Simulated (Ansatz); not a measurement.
A structure relaxed at r2SCAN-D4/def2-SVP in Ansatz, charge -1, singlet:

```
atom   x (Å)   y (Å)   z (Å)
 Si1  -0.385   3.445   2.887
 Si2  -4.439  -0.533  -1.122
 Si3  -0.724  -1.300  -3.653
 Si4   2.718   2.652   0.716
 Si5   2.431   0.339  -2.459
 In6  -0.902   1.329  -0.483
 Si7  -1.159  -0.461   3.151
 Si8  -1.303  -2.666   0.078
 Si9   2.004  -1.152   1.119
Si10   1.821  -3.442  -1.942
Si11  -3.484   1.482  -0.380
Si12   0.435   3.214   0.698
Si13  -0.328   1.483   4.194
Si14   0.129   0.708  -2.782
Si15  -3.646  -2.420   0.044
Si16  -0.495  -3.061  -2.103
Si17   3.433   2.245  -1.495
Si18   3.240   0.690   1.908
Si19   2.837  -1.515  -1.056
Si20  -0.303  -0.748   0.989
 H21   0.295   4.524   3.687
 H22  -1.832   3.849   2.804
 H23  -5.942  -0.558  -1.018
 H24  -4.128  -0.744  -2.575
 H25   0.008  -1.747  -4.891
 H26  -2.164  -1.162  -4.051
 H27   3.592   3.750   1.269
 H28   3.159   0.060  -3.749
 H29  -2.650  -0.298   3.070
 H30  -0.906  -1.615   4.083
 H31  -1.009  -3.924   0.857
 H32   2.358  -2.358   1.948
 H33   2.388  -3.764  -3.296
 H34   2.109  -4.621  -1.056
 H35  -4.114   2.573  -1.207
 H36  -4.011   1.690   1.015
 H37   0.372   4.590   0.087
 H38  -1.131   1.741   5.441
 H39   1.076   1.236   4.658
 H40   0.034   1.734  -3.883
 H41  -4.260  -3.657  -0.552
 H42  -4.143  -2.351   1.461
 H43  -1.147  -4.301  -2.656
 H44   3.141   3.444  -2.354
 H45   4.927   2.073  -1.498
 H46   4.698   0.393   1.684
 H47   3.077   0.892   3.385
 H48   4.324  -1.736  -0.977
```

Task: Give its formula.

Result: InSi19H28⁻, a doped nanocrystal cut from the lattice of silicon (In on an inner site).

Task: Summarise the bond lengths by kind (pairs closer than 1.2 times the sum of covalent radii, bridged metal pairs left out).

Result: 22 × Si–Si 2.34 to 2.36 Å; 4 × In–Si 2.59 to 2.62 Å; 28 × H–Si 1.50 to 1.51 Å.

In the def2 sets In takes a core potential; there is no spin–orbit coupling. Single mean-field runs in def2-SVP are fitted with def2-universal-jkfit.
